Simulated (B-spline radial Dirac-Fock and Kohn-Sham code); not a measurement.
**S³⁺: non-radiative channels of the 2p3/2 vacancy**

System: S³⁺ in the configuration 1s2 2s2 2p6 3s2 3p1.

The computed values come from a radial atomic solver: a relativistic independent-particle model: LDA orbitals of the hole state, radiative multipoles to third order, Auger rates from the Coulomb interaction with a continuum orbital, Dirac-Fock energies. Kinetic energies are configuration averages from the vacuum level; the two-hole energies are estimated from single-hole states. In a light atom the jj labels are a bookkeeping device: LS coupling regroups the channels of one nl pair.

| transition | kinetic energy (eV) | width (meV) | share (%) |
| --- | --- | --- | --- |
| L3-M1M1 | 86.92 | 2.11 | 18.2 |
| L3-M1M2 | 100.0 | 0.271 | 2.3 |
| L3-M1M3 | 100.1 | 9.23 | 79.5 |

The listed channels hold 100 % of the non-radiative rate. Summed by principal shells, of 0.0116 eV in all: LMM 100.0 %.
